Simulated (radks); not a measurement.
Results of a calculation; reference values are marked as such.
Coulomb parameter of the 4f shell of neutral promethium in the model configuration [Xe] 4f4 5d1 6s2, as a second difference U = [E(n + 0.25) + E(n - 0.25) - 2 E(n)] / (0.25)^2 with all orbitals relaxed. "Bare": the charge of the atom changes with n. "Screened": the 5d shell takes up the change at fixed total charge, which measures U(4f,4f) + U(5d,5d) - 2 U(4f,5d). Code: a radial shooting solver on a logarithmic mesh with Libxc functionals. Model: scalar-relativistic Kohn-Sham, PBEsol, spin-unpolarised, spherical densities, point nucleus.

\begin{tabular}{lrr}
case & configuration & E - E(n) (eV) \\ \hline
start & [Xe] 4f4 5d1 6s2 & 0.000 \\
bare +0.25 & [Xe] 4f4.25 5d1 6s2 & -1.491 \\
bare -0.25 & [Xe] 4f3.75 5d1 6s2 & 2.314 \\
screened +0.25 & [Xe] 4f4.25 5d0.75 6s2 & -1.027 \\
screened -0.25 & [Xe] 4f3.75 5d1.25 6s2 & 1.330 \\
\end{tabular}

U(bare) = 13.157 eV, U(screened by 5d) = 4.843 eV, against the Slater integral F0(4f,4f) = 26.566 eV with frozen orbitals. The step up makes a negative ion, whose loosely bound charge lowers the bare value.
